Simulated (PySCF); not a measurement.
Vibration and rotation of ZnI

r²SCAN constants of ZnI, ²Σ⁺ (doublet), unpaired electrons σ ↑ (PySCF, scalar-relativistic core potentials, basis sets Zn def2-TZVPP, I def2-TZVPP with ECP28; masses 63.9291 and 126.9045 u):

```
ωe           : 224.3 cm⁻¹
ωexe         : 0.757 cm⁻¹
Be           : 0.063835 cm⁻¹
αe           : 0.000269 cm⁻¹
De to Zn + I : 1.64 eV
```

Q: What force constant and bond length do these constants imply?

A: Reduced mass μred = 42.513 u; k = 5.8918×10⁻⁷·μred·ωe² (u, cm⁻¹, mdyn/Å) = 1.26 mdyn/Å; Re = √(16.8576/(μred·Be)) (u, cm⁻¹, Å) = 2.492 Å.

Q: Estimate the centrifugal constant D from the Kratzer relation and find the Dunham coefficient a1.

A: D = 4Be³/ωe² = 2.07e-08 cm⁻¹; a1 = −1 − αeωe/(6Be²) = -3.47.

These are scalar-relativistic numbers at best; spin–orbit coupling would shift them, the dissociation energy most. The state is the lowest determinant that a PBE0 search found; another state may lie lower at other levels.
